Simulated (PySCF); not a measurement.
# Electronic structure of F²⁺ (fluorine, charge +2) at the UHF level

Configuration: [He] 2s2 2p2 3s1, high-spin 4P determinant (an excited configuration). Computed with PySCF 2.14 in aug-cc-pCVQZ-DK, with scalar relativity by spin-free X2C-1e.

| Item | Value |
| --- | --- |
| Total energy | -96.256987 hartree |
| One-electron energy | -121.6394 hartree |
| Hartree (Coulomb) energy | 34.0715 hartree |
| Exchange energy | -8.6891 hartree |
| ⟨S²⟩ | 3.7530 |
| ⟨L²⟩ | 2.011 |
| Sum of ⟨r⟩ | 6.523 bohr |
| Sum of ⟨r²⟩ | 12.31 bohr² |
| Traceless quadrupole moment −½Σ⟨3z² − r²⟩ along its main axis | 0.165 e·bohr² |
| Langevin diamagnetic susceptibility | -9.75 ×10⁻⁶ cm³/mol |

```json
{"shell": "1s α", "electrons": "1", "mean orbital energy (eV)": "-786.60", "rms radius, mean of both spins (bohr)": "0.203"}
{"shell": "1s β", "electrons": "1", "mean orbital energy (eV)": "-782.56", "rms radius, mean of both spins (bohr)": "0.203"}
{"shell": "2s α", "electrons": "1", "mean orbital energy (eV)": "-97.693", "rms radius, mean of both spins (bohr)": "0.959"}
{"shell": "2s β", "electrons": "1", "mean orbital energy (eV)": "-84.877", "rms radius, mean of both spins (bohr)": "0.959"}
{"shell": "2p α", "electrons": "2", "mean orbital energy (eV)": "-76.932", "rms radius, mean of both spins (bohr)": "0.914"}
{"shell": "3s α", "electrons": "1", "mean orbital energy (eV)": "-23.002", "rms radius, mean of both spins (bohr)": "2.95"}
```

The outer electron is Rydberg-like, and this basis confines it to a smaller radius and binds it less than a complete one would.

Spin-orbit constants ζ (cm⁻¹) from the X2C one-electron operator on these orbitals: bare nucleus, nucleus screened by l(l+1)(2l+1)/3 electrons, and screened by the Breit-Pauli mean field of the electrons.

```csv
shell,bare,screened nucleus,mean field
2p,617.8,480.5,428.6
```

To first order the Landé constant is A = 142.9 cm⁻¹, so the lowest level has J = 1/2 and lies 0.0443 eV below the centre of the term. This holds in LS coupling only.
